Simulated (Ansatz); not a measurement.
Ansatz results at the PBE0-D4/def2-TZVP geometry: size of the dipole moment (PBE/def2-TZVPP) 1.52 D; LUMO energy (ωB97M-V/def2-TZVPP) 1.36 eV; HOMO energy (B3LYP/def2-TZVPP) -7.17 eV.

Each molecule was computed in one conformer, which needn't be the lowest.

(1) Which molecule gave them?
A. `C[SiH2][SiH]([AlH2])Cl`
B. `C[CH]([AlH2])[AlH][SiH3]`
C. `N[Si](N)([AlH2])[SiH3]`
D. `[NH2][AlH][N]([SiH3])[SiH3]`

Results:

(1) D. The others give `C[CH]([AlH2])[AlH][SiH3]`: 1.17, -0.46, -6.88; `C[SiH2][SiH]([AlH2])Cl`: 2.13, -0.63, -6.97; `N[Si](N)([AlH2])[SiH3]`: 1.61, -0.38, -6.05.

B3LYP here is the variant with VWN-RPA as its local correlation; programs differ in this.
